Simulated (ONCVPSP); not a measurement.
**Potentials for W (Z = 74) compared**

Generated with ld1.x 7.5 (TM, RRKJ, ultrasoft, PAW), atompaw 4.2 or ONCVPSP 4.0.1. The cutoff is in Ry: for ld1.x and atompaw files where the sum of valence levels is converged to 10 mRy in a Bessel basis, for ONCV files where the hardest occupied wave has 1 mHa per electron of residual kinetic energy. The error is the largest all-electron minus pseudo excitation energy over each file’s own four to seven test configurations (ionisations up to +4, promotions, holes and added fractions of an electron), all of which were solved. The labels leave out finer settings (local radius, basis sizes, second energies), which also bear on the numbers. Spin-polarised tests are not counted. The rows are a selection from randomly drawn settings: files with unsolved tests, undetermined cutoffs or missed reference levels are left out.

A true bound ghost makes a file unfit for plane-wave use even where its test errors are small: the radial tests pick states by their node count and pass the ghost by.

```csv
potential,cutoff (Ry),largest error (meV),bound ghosts
"ONCV, LDA (Perdew-Wang 92), scalar-relativistic, rc 1.70/2.10/2.54 (spd), local smoothed, core correction yes, reference 5s2 5p6 5d4 6s2, qcut 7.3/6.8/6.2, projectors 2/1/3",45,-13,none
"ONCV, PBE, scalar-relativistic, rc 1.65/1.40/2.15/0.95 (spdf), local f, core correction yes, reference 4f14 5s2 5p6 5d4 6s2, qcut 5.9/6/7.8/14.9, projectors 2/2/3/0",521,-177,"s, p"
"ONCV, PBEsol, scalar-relativistic, rc 1.90/1.90/1.70 (spd), local smoothed, core correction yes, reference 5s2 5p6 5d4 6s2, qcut 6.6/7.8/6.5, projectors 2/2/2",29,-17,none
"ONCV, PBE, scalar-relativistic, rc 1.55/1.75/1.60 (spd), local smoothed, core correction yes, reference 5s2 5p6 5d4.5 6s1.5, qcut 6.3/7.3/7.2, projectors 2/2/2",60,-324,none
```

**Question.** Fill in the row for W: ONCV, PBE, scalar-relativistic, rc 2.75/1.60/2.80 (spd), local smoothed, core correction no, reference 5p6 5d4 6s1, qcut 2.5/10.8/4.4, projectors 2/2/2.

**Answer.** cutoff 68 Ry, largest error +70 meV, bound ghosts: s.

**Question.** Fill in the row for W: ONCV, revPBE, scalar-relativistic, rc 1.86/2.42/2.10/0.82 (spdf), local smoothed, core correction yes, reference 4f13 5s2 5p6 5d5 6s2, qcut 6.7/7.9/6.9/26.8, projectors 3/3/2/2.

**Answer.** cutoff 517 Ry, largest error -392 meV, bound ghosts: s.
